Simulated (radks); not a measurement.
B4+, 1 electrons, occupied as 1s1 (the NIST ground configuration). Calculated with a radial shooting solver on a logarithmic mesh with Libxc functionals: scalar-relativistic Kohn-Sham, PBE, spin-unpolarised, spherical densities, finite nucleus; Fermi nuclear charge, rms radius 2.406 fm; without spin polarisation the odd electron is poorly described.

Radial electron density D(r) = 4 pi r^2 rho(r):

| r (bohr) | D(r) (e/bohr) |
|---|---|
| 0.01006 | 0.04527 |
| 0.01081 | 0.05189 |
| 0.01171 | 0.06033 |
| 0.01259 | 0.06906 |
| 0.01363 | 0.08018 |
| 0.01465 | 0.09165 |
| 0.01587 | 0.1062 |
| 0.01706 | 0.1212 |
| 0.01848 | 0.1402 |
| 0.01986 | 0.1597 |
| 0.02151 | 0.1843 |
| 0.02312 | 0.2094 |
| 0.02504 | 0.2410 |
| 0.02691 | 0.2731 |
| 0.02916 | 0.3132 |
| 0.03133 | 0.3539 |
| 0.03394 | 0.4045 |
| 0.03648 | 0.4553 |
| 0.03951 | 0.5182 |
| 0.04246 | 0.5809 |
| 0.046 | 0.6577 |
| 0.04943 | 0.7337 |
| 0.05355 | 0.8260 |
| 0.05755 | 0.9163 |
| 0.06234 | 1.025 |
| 0.067 | 1.129 |
| 0.07258 | 1.252 |
| 0.07799 | 1.370 |
| 0.08449 | 1.506 |
| 0.0908 | 1.632 |
| 0.09836 | 1.775 |
| 0.1057 | 1.904 |
| 0.1145 | 2.046 |
| 0.1231 | 2.169 |
| 0.1333 | 2.296 |
| 0.1433 | 2.401 |
| 0.1552 | 2.500 |
| 0.1668 | 2.572 |
| 0.1807 | 2.628 |
| 0.1942 | 2.653 |
| 0.2103 | 2.650 |
| 0.226 | 2.619 |
| 0.2448 | 2.549 |
| 0.2631 | 2.456 |
| 0.285 | 2.320 |
| 0.3063 | 2.171 |
| 0.3318 | 1.981 |
| 0.3566 | 1.793 |
| 0.3863 | 1.571 |
| 0.4151 | 1.367 |
| 0.4497 | 1.144 |
| 0.4833 | 0.9519 |
| 0.5236 | 0.7547 |
| 0.5626 | 0.5960 |
| 0.6095 | 0.4438 |
| 0.655 | 0.3298 |
| 0.7096 | 0.2283 |
| 0.7625 | 0.1580 |
| 0.826 | 0.1004 |
| 0.8877 | 0.06398 |
| 0.9616 | 0.03681 |
| 1.033 | 0.02129 |
| 1.119 | 0.01091 |
| 1.203 | 0.005637 |

D(r) has 1 maximum, at r = 0.200 bohr.
